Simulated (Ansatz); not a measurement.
Ideal-gas functions of Ga2GeH6, SMILES `[GaH2][GaH][GeH3]` at 298.15 K and 1 bar, from an Ansatz frequency run at PBE0-D4/def2-TZVP.

Molar mass 218.1 g/mol, point group Cs (symmetry number 1), electronic degeneracy 1, moments of inertia 81.908, 708.784, 777.256 u Å². Harmonic wavenumbers (cm⁻¹, unscaled): 33, 51, 144, 203, 270, 278, 348, 384, 444, 519, 586, 751, 790, 879, 886, 1913, 1929, 1934, 2116, 2124, 2131.

Use S(trans) = R[1.5 ln M + 2.5 ln T − 1.1517]; rotational temperatures θ = 24.2544 K / I; S(rot) = R[ln(√π/σ · √(T³/θAθBθC)) + 1.5]; for each mode x = 1.438777 ν̃/T, S = R[x/(eˣ − 1) − ln(1 − e⁻ˣ)] and H = RT x/(eˣ − 1); 1 cm⁻¹ = 0.0119627 kJ/mol; R = 8.31446 J/(mol·K).

By hand: the entropy, in J/(mol·K).

Translation 176.0. Rotation: θ = 0.2961, 0.0342, 0.0312 K, giving 121.8. Vibration, mode by mode: 23.60, 19.99, 11.51, 8.81, 6.68, 6.47, 4.92, 4.28, 3.41, 2.56, 1.98, 1.05, 0.90, 0.64, 0.62, 0.01, 0.01, 0.01, 0.00, 0.00, 0.00, in all 97.4. Electronic 0.0. Sum 395.2 J/(mol·K).

By hand: H − E and G − E in kJ/mol, counted from the electronic energy.

Zero-point energy ½ × 18713 × 0.0119627 = 111.9; thermal vibration 14.3; translation, rotation and pV give 4 RT = 9.9. H − E = 136.1 kJ/mol, and G − E = 136.1 − 298.15 × 395.2/1000 = 18.3 kJ/mol.

Vibration gives 25 % of the entropy, 55.1 J/(mol·K) of it from the modes under 150 cm⁻¹: soft modes count most, and the harmonic formula is weakest for them.
